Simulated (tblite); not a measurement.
Record of a relaxation.

Compound: C3H8BNS.
SMILES with atom numbers: `[CH3:1][S:2]/[CH:3]=[CH:4]\[BH:5][NH2:6]` (hydrogens: H7, H8, H9 on C1; H10 on C3; H11 on C4; H12 on B5; H13, H14 on N6)

Computed with GFN2-xTB (tblite), gas phase: L-BFGS steps from a force-field or distance-geometry start until the largest atomic force falls under 0.01 eV/Å. 6 of its 168 geometries are shown.

Step 0: E = -485.3437 eV, largest atomic force 3.209 eV/Å
```
atom  x, y, z in Å  |  force x, y, z in eV/Å
C1     -2.495   -0.575    0.258   -1.966   1.089  -1.098
S2     -0.908   -0.419    1.046    1.155  -0.733   1.025
C3     -0.158    1.194    0.983   -0.162   1.181  -0.707
C4      0.983    1.317    0.308    0.381  -0.779   0.126
B5      1.545   -0.009   -0.308   -0.246  -1.727   0.896
N6      2.193   -1.057    0.559    1.155   1.839  -2.363
H7     -2.567    0.071   -0.667    0.166  -0.766   0.863
H8     -2.679   -1.629   -0.004    0.527   0.471   0.048
H9     -3.346   -0.290    0.920    0.655   0.020  -0.252
H10    -0.603    2.081    1.440   -0.374  -0.591   0.010
H11     1.515    2.246    0.206   -0.093   0.342   0.302
H12     1.101   -0.297   -1.385    0.340  -0.082   0.406
H13     2.285   -1.918   -0.015    0.292   0.697   0.957
H14     3.135   -0.714    0.916   -1.830  -0.962  -0.213
```

Step 33: E = -486.5612 eV, largest atomic force 0.089 eV/Å
```
atom  x, y, z in Å  |  force x, y, z in eV/Å
C1     -2.497   -0.388    0.316    0.041  -0.021   0.043
S2     -1.007   -0.573    1.356   -0.022  -0.081   0.031
C3     -0.267    1.010    1.014   -0.019   0.029  -0.064
C4      0.823    1.088    0.271    0.048   0.012  -0.035
B5      1.509   -0.161   -0.392    0.016   0.039  -0.039
N6      2.470   -0.895    0.267    0.019  -0.073  -0.031
H7     -2.248    0.210   -0.552    0.043   0.012  -0.045
H8     -2.788   -1.385    0.009   -0.066  -0.040   0.012
H9     -3.289    0.081    0.890   -0.068   0.030   0.025
H10    -0.806    1.845    1.438    0.012   0.038   0.021
H11     1.225    2.074    0.053    0.001   0.002   0.081
H12     1.210   -0.465   -1.486    0.020  -0.005  -0.027
H13     2.905   -1.705   -0.144    0.006   0.026   0.074
H14     2.760   -0.736    1.218   -0.033   0.033  -0.045
```

Step 67: E = -486.6139 eV, largest atomic force 0.209 eV/Å
```
atom  x, y, z in Å  |  force x, y, z in eV/Å
C1     -2.613   -0.381    0.364   -0.013  -0.064   0.011
S2     -0.984   -0.749    1.097   -0.069  -0.029  -0.003
C3     -0.284    0.870    0.906    0.101   0.027  -0.001
C4      0.851    1.073    0.253   -0.013   0.029   0.011
B5      1.674   -0.060   -0.462   -0.002  -0.012   0.025
N6      2.510   -0.862    0.281    0.048  -0.028   0.013
H7     -2.471   -0.188   -0.698   -0.070   0.091   0.105
H8     -3.237   -1.263    0.492    0.048   0.114   0.058
H9     -3.043    0.479    0.880    0.005  -0.145  -0.151
H10    -0.870    1.641    1.391    0.023  -0.005  -0.060
H11     1.220    2.094    0.203   -0.027  -0.017  -0.004
H12     1.595   -0.251   -1.616   -0.042   0.066  -0.041
H13     3.027   -1.633   -0.110    0.024   0.029   0.067
H14     2.623   -0.771    1.278   -0.011  -0.056  -0.030
```

Step 100: E = -486.6498 eV, largest atomic force 0.089 eV/Å
```
atom  x, y, z in Å  |  force x, y, z in eV/Å
C1     -2.793   -0.396    0.494    0.081  -0.013   0.009
S2     -1.034   -0.812    0.752    0.027   0.053  -0.032
C3     -0.310    0.797    0.658   -0.001  -0.005   0.002
C4      0.921    1.057    0.232    0.024  -0.006  -0.029
B5      1.959    0.079   -0.417    0.021   0.000   0.036
N6      2.555   -0.945    0.289   -0.013   0.038   0.054
H7     -3.029   -0.438   -0.566    0.028  -0.010  -0.001
H8     -3.370   -1.137    1.037   -0.068  -0.007  -0.015
H9     -2.996    0.598    0.881    0.014  -0.009   0.057
H10    -0.983    1.566    1.018   -0.005  -0.009   0.018
H11     1.215    2.103    0.263   -0.030  -0.021  -0.011
H12     2.271    0.252   -1.535    0.023  -0.016  -0.052
H13     3.227   -1.581   -0.108   -0.016   0.009  -0.013
H14     2.366   -1.143    1.258   -0.086  -0.004  -0.024
```

Step 134: E = -486.7618 eV, largest atomic force 0.053 eV/Å
```
atom  x, y, z in Å  |  force x, y, z in eV/Å
C1     -2.682   -0.448    0.729    0.030  -0.033   0.005
S2     -0.893   -0.783    0.726    0.004   0.006  -0.005
C3     -0.290    0.837    0.390    0.050  -0.017  -0.001
C4      0.946    1.155    0.001   -0.004   0.005   0.002
B5      2.157    0.219   -0.300    0.003   0.007   0.019
N6      2.244   -1.048    0.245   -0.025   0.004  -0.035
H7     -2.958    0.014   -0.214   -0.031   0.011   0.004
H8     -3.177   -1.407    0.833   -0.012  -0.013  -0.006
H9     -2.940    0.191    1.569    0.015   0.038  -0.007
H10    -1.062    1.581    0.536   -0.016  -0.002   0.003
H11     1.102    2.218   -0.161   -0.014  -0.009   0.003
H12     3.023    0.600   -0.997   -0.005  -0.023   0.010
H13     2.987   -1.695    0.044    0.002   0.016   0.022
H14     1.544   -1.435    0.857    0.003   0.010  -0.014
```

Step 167: E = -486.7685 eV, largest atomic force 0.008 eV/Å
```
atom  x, y, z in Å  |  force x, y, z in eV/Å
C1     -2.682   -0.441    0.824    0.008  -0.001   0.002
S2     -0.915   -0.813    0.607    0.002   0.000   0.001
C3     -0.319    0.798    0.229   -0.001   0.000  -0.001
C4      0.936    1.145   -0.063   -0.001   0.003  -0.002
B5      2.223    0.272   -0.162    0.003   0.001  -0.002
N6      2.221   -1.072    0.162   -0.001   0.003  -0.001
H7     -3.087   -0.039   -0.100   -0.002   0.000  -0.001
H8     -3.172   -1.378    1.066   -0.006  -0.006   0.000
H9     -2.808    0.264    1.641   -0.001   0.004   0.000
H10    -1.123    1.521    0.256   -0.001   0.002   0.002
H11     1.058    2.205   -0.267    0.002   0.002  -0.001
H12     3.230    0.761   -0.519   -0.005  -0.004   0.005
H13     3.034   -1.661    0.106    0.004  -0.006  -0.001
H14     1.402   -1.565    0.477    0.001   0.003   0.000
```

Question: Summarise the path.

Answer: The energy falls by 1.4247 eV from step 0 to step 167; nine tenths of that is first reached at step 81. It rises by more than 0.2 meV at steps 64 and 104. The largest force goes from 3.209 to 0.008 eV/Å. Among the bonds B5–N6 changes most, from 1.507 to 1.382 Å; the atoms move by 1.138 Å rms after alignment.

The cost below is that of the whole relaxation. On Arm Neoverse N1, one thread, shared host with 64 logical CPUs at a one-minute load of 59, this took 1.6 s of wall time.
